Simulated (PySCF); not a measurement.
PySCF input file for BH5N, SMILES B[NH3+], charge +1, TDDFT-PBE0/def2-TZVPD. The structure is a stationary point at ωB97X-D3(BJ)/def2-TZVP. The isomer is the one that the SMILES or the coordinates give; other isomers of the formula were not compared.

```python
import numpy as np
from pyscf import gto, scf, dft, tdscf

mol = gto.M(
    atom='''
    B     0.92178078   -0.00870331    0.00000000
    N    -0.63330957   -0.00762371   -0.00000000
    H     1.43138310    0.00600831    1.06587537
    H     1.43138310    0.00600831   -1.06587538
    H    -0.95964766    0.96925365   -0.00000000
    H    -1.03942774   -0.44219386    0.83373416
    H    -1.03942774   -0.44219386   -0.83373416
    ''',
    basis='def2-TZVPD',
    charge=1,
    spin=0,
    symmetry=True,
    max_memory=1600,
    verbose=4,
)
mf = dft.RKS(mol, xc='pbe0').density_fit(auxbasis='def2-universal-jkfit')
mf.grids.level = 3
mf.conv_tol = 1e-9
mf.max_cycle = 100
mf.kernel()
mf.grids = dft.Grids(mol).set(level=1).build(with_non0tab=True)  # coarser grid for the response kernel
td = tdscf.TDDFT(mf)
td.singlet = True
td.nstates = 10
td.conv_tol = 1e-4
td.positive_eig_threshold = 1e-6
td.kernel(x0=td.get_init_guess(mf, 15))
td.analyze()
tt = tdscf.TDA(mf)
tt.singlet = False
tt.nstates = 4
tt.conv_tol = 1e-4
tt.positive_eig_threshold = 1e-6
tt.kernel(x0=tt.get_init_guess(mf, 9))
tt.analyze(verbose=3)
```

Log of the run:

```
PySCF version 2.14.0

[INPUT] verbose = 4
[INPUT] num. atoms = 7
[INPUT] num. electrons = 16
[INPUT] charge = 1
[INPUT] spin (= nelec alpha-beta = 2S) = 0
[INPUT] symmetry True subgroup None
[INPUT] Mole.unit = angstrom
[INPUT] Symbol           X                Y                Z      unit          X                Y                Z       unit  Magmom
[INPUT]  1 B      0.921780780000  -0.008703310000   0.000000000000 AA    1.741913221088  -0.016446872277   0.000000000000 Bohr   0.0
[INPUT]  2 N     -0.633309570000  -0.007623710000   0.000000000000 AA   -1.196781639366  -0.014406723953   0.000000000000 Bohr   0.0
[INPUT]  3 H      1.431383100000   0.006008310000   1.065875370000 AA    2.704922038331   0.011354060371   2.014212532219 Bohr   0.0
[INPUT]  4 H      1.431383100000   0.006008310000  -1.065875380000 AA    2.704922038331   0.011354060371  -2.014212551117 Bohr   0.0
[INPUT]  5 H     -0.959647660000   0.969253650000   0.000000000000 AA   -1.813471253480   1.831623943735   0.000000000000 Bohr   0.0
[INPUT]  6 H     -1.039427740000  -0.442193860000   0.833734160000 AA   -1.964233754876  -0.835625289364   1.575529223094 Bohr   0.0
[INPUT]  7 H     -1.039427740000  -0.442193860000  -0.833734160000 AA   -1.964233754876  -0.835625289364  -1.575529223094 Bohr   0.0

nuclear repulsion = 36.4342166271449
point group symmetry = Cs
symmetry origin: [-3.33481096e-09  3.33481081e-09 -1.11160359e-09]
symmetry axis x: [ 1.00000000e+00 -1.64189309e-09 -1.35380735e-09]
symmetry axis y: [-1.64189309e-09 -1.00000000e+00 -2.57752559e-11]
symmetry axis z: [ 1.35380735e-09 -2.57752092e-11  1.00000000e+00]
num. orbitals of irrep A' = 75
num. orbitals of irrep A" = 44
number of shells = 51
number of NR pGTOs = 159
number of NR cGTOs = 119
basis = def2-TZVPD
ecp = {}


[settings echo left out]
init E= -82.4742034557808
HOMO (A") = -0.383191545924219  LUMO (A') = -0.11120292566962  gap/eV = 7.40119
cycle= 1 E= -82.2489665589634  delta_E= 0.225  |g|= 0.174  |ddm|= 1.62
HOMO (A") = -0.595525740094679  LUMO (A') = -0.298924286705308  gap/eV = 8.07094
cycle= 2 E= -82.260341983143  delta_E= -0.0114  |g|= 0.0535  |ddm|= 0.289
HOMO (A") = -0.595648236969415  LUMO (A') = -0.286878637868703  gap/eV = 8.40205
cycle= 3 E= -82.2610026212592  delta_E= -0.000661  |g|= 0.0344  |ddm|= 0.0639
HOMO (A") = -0.596531036485139  LUMO (A') = -0.288294067802692  gap/eV = 8.38756
cycle= 4 E= -82.2612277377369  delta_E= -0.000225  |g|= 0.00637  |ddm|= 0.0172
HOMO (A") = -0.59633913108827  LUMO (A') = -0.288317926246494  gap/eV = 8.38168
cycle= 5 E= -82.2612352888598  delta_E= -7.55e-06  |g|= 0.00102  |ddm|= 0.0041
HOMO (A") = -0.596068858962125  LUMO (A') = -0.288031616403094  gap/eV = 8.38212
cycle= 6 E= -82.2612355632102  delta_E= -2.74e-07  |g|= 0.000217  |ddm|= 0.000967
HOMO (A") = -0.596122771642486  LUMO (A') = -0.288082152401131  gap/eV = 8.38221
cycle= 7 E= -82.2612355756254  delta_E= -1.24e-08  |g|= 1.79e-05  |ddm|= 0.000166
HOMO (A") = -0.596126156096834  LUMO (A') = -0.288083080209505  gap/eV = 8.38228
cycle= 8 E= -82.2612355757086  delta_E= -8.32e-11  |g|= 4.71e-06  |ddm|= 2.01e-05
HOMO (A") = -0.596126316616528  LUMO (A') = -0.288083322011706  gap/eV = 8.38228
Extra cycle  E= -82.2612355757127  delta_E= -4.04e-12  |g|= 2.64e-06  |ddm|= 5.24e-06
converged SCF energy = -82.2612355757127
tot grids = 22664
Overwritten attributes  positive_eig_threshold  of <class 'pyscf.tdscf.rks.TDDFT'>


******** <class 'pyscf.tdscf.rks.TDDFT'> for <class 'pyscf.df.df_jk.DFSymAdaptedRKS'> ********
nstates = 10 singlet
deg_eia_thresh = 1.000e-03
wfnsym = None
conv_tol = 0.0001
eigh lindep = 1e-12
eigh level_shift = 0
eigh max_cycle = 100


Excitation energies (eV)
[ 6.17124877  8.09913189  9.35470153 11.05768951 11.18748793 11.34414978
 11.90930788 12.47917518 12.5197232  12.63769935]

** Singlet excitation energies and oscillator strengths **
Excited State   1:   A"      6.17125 eV    200.91 nm  f=0.0000
       8 -> 9         0.70614
Excited State   2:   A'      8.09913 eV    153.08 nm  f=0.0377
       7 -> 9         0.70290
Excited State   3:   A"      9.35470 eV    132.54 nm  f=0.0031
       8 -> 10       -0.70417
Excited State   4:   A'     11.05769 eV    112.12 nm  f=0.0537
       7 -> 10        0.67330
       8 -> 12       -0.19933
Excited State   5:   A"     11.18749 eV    110.82 nm  f=0.0151
       8 -> 11       -0.70390
Excited State   6:   A'     11.34415 eV    109.29 nm  f=0.0863
       7 -> 10        0.19832
       8 -> 12        0.67520
Excited State   7:   A"     11.90931 eV    104.11 nm  f=0.1610
       8 -> 13        0.69829
Excited State   8:   A'     12.47918 eV     99.35 nm  f=0.0045
       5 -> 9        -0.12017
       6 -> 9         0.39752
       7 -> 11       -0.23229
       8 -> 15       -0.51465
Excited State   9:   A"     12.51972 eV     99.03 nm  f=0.0327
       7 -> 12       -0.17080
       8 -> 14        0.67651
Excited State  10:   A"     12.63770 eV     98.11 nm  f=0.0000
       4 -> 9        -0.69026
       7 -> 12       -0.14316

** Transition electric dipole moments (AU) **
state          X           Y           Z        Dip. S.      Osc.
  1        -0.0000      0.0000     -0.0082      0.0001      0.0000
  2        -0.0025      0.4359      0.0000      0.1900      0.0377
  3         0.0000     -0.0000     -0.1164      0.0136      0.0031
  4        -0.4450      0.0102      0.0000      0.1981      0.0537
  5         0.0000      0.0000     -0.2346      0.0550      0.0151
  6        -0.5551      0.0497      0.0000      0.3106      0.0863
  7         0.0000      0.0000     -0.7429      0.5519      0.1610
  8         0.1210     -0.0019      0.0000      0.0146      0.0045
  9         0.0000      0.0000     -0.3263      0.1065      0.0327
 10        -0.0000     -0.0000      0.0035      0.0000      0.0000

** Transition velocity dipole moments (imaginary part, AU) **
state          X           Y           Z        Dip. S.      Osc.
  1        -0.0000     -0.0000     -0.0018      0.0000      0.0000
  2        -0.0007      0.1303     -0.0000      0.0170      0.0380
  3        -0.0000     -0.0000     -0.0397      0.0016      0.0031
  4        -0.1815      0.0044      0.0000      0.0330      0.0541
  5        -0.0000     -0.0000     -0.0964      0.0093      0.0151
  6        -0.2315      0.0202      0.0000      0.0540      0.0863
  7        -0.0000     -0.0000     -0.3248      0.1055      0.1607
  8         0.0558     -0.0028      0.0000      0.0031      0.0045
  9         0.0000     -0.0000     -0.1488      0.0221      0.0321
 10        -0.0000      0.0000      0.0019      0.0000      0.0000

** Transition magnetic dipole moments (imaginary part, AU) **
state          X           Y           Z
  1         1.3549      0.0441     -0.0000
  2         0.0000      0.0000     -1.4745
  3         0.0006     -0.9805      0.0000
  4         0.0000     -0.0000      0.1174
  5         0.2290     -0.7457      0.0000
  6         0.0000     -0.0000     -0.3720
  7         0.0058     -0.5979      0.0000
  8        -0.0000      0.0000     -0.4896
  9         0.1417     -1.1068     -0.0000
 10        -0.1922     -0.0228     -0.0000
Overwritten attributes  positive_eig_threshold  of <class 'pyscf.tdscf.rks.TDA'>


******** <class 'pyscf.tdscf.rks.TDA'> for <class 'pyscf.df.df_jk.DFSymAdaptedRKS'> ********
nstates = 4 triplet
deg_eia_thresh = 1.000e-03
wfnsym = None
conv_tol = 0.0001
eigh lindep = 1e-12
eigh level_shift = 0
eigh max_cycle = 100


Excitation energies (eV)
[ 5.23870058  6.75705684  9.15078501 10.56254186]

** Triplet excitation energies and oscillator strengths **
Excited State   1:   A"      5.23870 eV    236.67 nm  f=0.0000
Excited State   2:   A'      6.75706 eV    183.49 nm  f=0.0000
Excited State   3:   A"      9.15079 eV    135.49 nm  f=0.0000
Excited State   4:   A'     10.56254 eV    117.38 nm  f=0.0000
```

The calculation finished and met its thresholds.

Cost: about 70 core-seconds (a rough figure).
